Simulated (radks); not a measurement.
All-electron atom: Ni10+ in [Ar].

Method: Dirac Kohn-Sham, exchange-only PBE, spin-unpolarised, spherical densities, finite nucleus; Fermi nuclear charge, rms radius 3.7757 fm; computed with a radial shooting solver on a logarithmic mesh with Libxc functionals.

Energy parts (hartree):
| part | energy |
|---|---|
| total | -1482.47895 |
| kinetic | 1508.45199 |
| electron-nucleus | -3381.94985 |
| Hartree | 445.15431 |
| exchange | -54.13539 |

Orbitals (lengths in bohr, moments of r in powers of bohr; <r^-3> diverges for s and p1/2):
orbital,occ.,eigenvalue (hartree),<r^2>,<r^4>,<r^-3>
1s1/2,2,-311.4943,0.003938,0.00003989,-
2s1/2,2,-46.04676,0.07028,0.008557,-
2p1/2,2,-41.44156,0.05547,0.006208,-
2p3/2,4,-40.79854,0.05700,0.006519,607.7
3s1/2,2,-12.66542,0.5118,0.3960,-
3p1/2,2,-11.21204,0.5188,0.4244,-
3p3/2,4,-11.10182,0.5282,0.4392,104.9

The highest occupied level is 3p3/2 at -302.10 eV. The electron density at the nucleus is 1.966e+04 e/bohr^3. Summed over all electrons, <r^2> = 4.661 bohr^2, which gives a Langevin (diamagnetic) susceptibility term of -3.69 x 10^-6 cm^3/mol. For comparison, the ionisation energy in NIST's Atomic Spectra Database is 320 eV (semi-empirical). In exact Kohn-Sham theory the highest level is minus the ionisation energy, but local and semilocal functionals leave it too shallow, through self-interaction and a potential that decays too fast; potentials with the right tail come closer. The density falls to 0.001 e/bohr^3 at r = 1.77 bohr.
